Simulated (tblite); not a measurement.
Species: phenyl(2-thienyl)phosphine oxide, C10H9OPS.
Z-matrix (Å and degrees, GFN2-xTB geometry), rows numbered from 1:
```
O 
P   1  1.4609
C   2  1.8105  1  115.30
C   3  1.3887  2  121.68  1   169.40
C   4  1.3822  3  119.48  2   179.19
C   5  1.3871  4  120.07  3    -0.20
C   6  1.3853  5  120.36  4     0.14
C   7  1.3837  6  119.78  5     0.00
C   2  1.7959  1  113.39  3  -122.76
C   9  1.3652  2  124.71  1     5.53
C  10  1.4095  9  112.75  2   178.69
C  11  1.3587 10  112.51  9    -0.19
S  12  1.7162 11  112.35 10    -0.06
H   2  1.3985  1  114.59  3   119.79
H   4  1.0812  3  119.78  2    -0.79
H   5  1.0800  4  119.94  3   179.63
H   6  1.0801  5  119.83  4  -179.96
H   7  1.0800  6  120.17  5  -179.99
H   8  1.0806  3  118.60  2     1.47
H  10  1.0755  9  122.17  2    -1.55
H  11  1.0751 10  123.87  9   179.55
H  12  1.0722 11  128.37 10  -179.92
```

Level: GFN2-xTB in tblite, geometry and Hessian alike; calculated harmonic values, unscaled, isolated species. Errors from tens to a few hundred cm⁻¹ against measured bands are possible. Modes of hydrogen on phosphorus can be 10 to 20 % off. One conformer, not necessarily the lowest.

Harmonic wavenumbers (cm⁻¹): 26.3, 34.7, 58.8, 129.3, 142.4, 152.1, 234.1, 272.6, 345.6, 364.6, 398.1, 408.0, 471.7, 487.3, 531.5, 585.7, 650.7, 657.2, 703.4, 732.7, 739.4, 749.3, 821.7, 847.4, 853.7, 876.2, 879.5, 904.8, 925.0, 927.5, 934.7, 978.0, 1000.2, 1071.8, 1075.6, 1094.9, 1112.1, 1128.2, 1171.9, 1180.4, 1188.8, 1267.7, 1288.9, 1325.3, 1330.0, 1426.2, 1433.7, 1452.9, 1531.6, 1585.0, 1587.0, 2251.6, 3066.8, 3077.2, 3080.7, 3087.8, 3094.8, 3128.1, 3136.3, 3162.2.

A = 1147, B = 436.3, C = 360.5 MHz; mass 208.011 u (most abundant isotopes); point group C1, symmetry number 1.

Task: Zero-point energy?

Result: ½Σν̃ = 34581 cm⁻¹ = 98.87 kcal/mol.

Task: Give the ideal-gas entropy at 273.15 K and 1 bar in the rigid-rotor, harmonic-oscillator model (classical rotation).

Result: Translation 41.49, rotation 31.59, vibration 35.29: S = 108.4 cal/(mol K).

Task: And Cp and H(273.15 K) − H(0)?

Result: Cp = 43.94 cal/(mol K), of which vibrations give 35.99 (their classical limit is 60 R = 119.2); H(273.15 K) − H(0) = 7.00 kcal/mol without the zero-point energy, 4.83 from vibrations.

Task: Which modes carry the vibrational entropy at 273.15 K?

Result: 26.3 cm⁻¹: 5.92; 34.7 cm⁻¹: 5.37; 58.8 cm⁻¹: 4.32; 129.3 cm⁻¹: 2.79; 142.4 cm⁻¹: 2.60; 152.1 cm⁻¹: 2.48 cal/(mol K); the other 54 give 11.81 together.

Task: How do the functions run with temperature in this model?

Result: 
```
T (K)  S (cal/(mol K))  Cp (cal/(mol K))  H − H(0) (kcal/mol)  G − H(0) (kcal/mol)  ln q(vib)
  100             78.3              20.9                 1.48                -6.34       3.15
  200             96.4              33.4                 4.18               -15.11       6.48
  300            112.7              47.8                 8.23               -25.57       9.73
  500            143.1              71.9                20.37               -51.20      16.34
  800            182.0              92.5                45.39              -100.18      25.94
 1000            203.5             100.7                64.76              -138.78      31.87
```

q(vib) and H(0) count from the zero-point level.

Task: Blend soft modes into free rotors: weight 1/[1 + (100 cm⁻¹/ν̃)⁴] for the oscillator and the rest for a rotor with moment μB/(μ + B), μ = h/(8π²ν), B = 10⁻⁴⁴ kg m². What vibrational entropy results?

Result: 30.93 cal/(mol K) in place of 35.29, which changes −T·S at 273.15 K by +1.19 kcal/mol.

Task: What must be added to the electronic energy to get the Gibbs energy at 273.15 K and 1 bar?

Result: ZPE + [H(273.15 K) − H(0)] − T·S = 98.87 + 7.00 − 29.60 = 76.27 kcal/mol.

Hindered rotation and anharmonicity are outside this model. Other conformers, if any are populated, would add a mixing term that is left out. The structure is chiral; the term R ln 2 for an equal mix with its mirror image is left out.

On Arm Neoverse V1, one thread, shared host, this took 1.5 s wall. The figure is for the frequency step alone.
